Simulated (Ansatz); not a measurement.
The same ligand exchange along the group B, Al, Ga.

Program: Ansatz. Geometries: PBE0-D4/def2-TZVP. ΔE: electronic, gas phase. CCSD(T)/CBS adds triple-zeta CCSD(T) − MP2 to the extrapolated MP2 energy (def2 sets, frozen cores). This one scheme is used for every species. DFT in def2-TZVPP. For Ga, Se outer-core shells are correlated without core-valence functions, which leaves a few kJ/mol of doubt a bond. Scalar relativity is left out up to krypton. One conformer a species, not always the lowest.

```
                                          reaction  CCSD(T)/CBS(def2) (kJ/mol)
                 `NB[SeH]` + PH₃ → `P[SeH]` + `BN`                           ?
`[NH2][AlH][SeH]` + PH₃ → `P[SeH]` + `[NH2][AlH2]`                         109
`[NH2][GaH][SeH]` + PH₃ → `P[SeH]` + `[NH2][GaH2]`                          93
```

Q: Fill in the missing values. (Estimate.)

A: Computed: `NB[SeH]` + PH₃ → `P[SeH]` + `BN`: +45.8 kJ/mol.

Largest T1 diagnostic: 0.014, for `[NH2][GaH2]`.
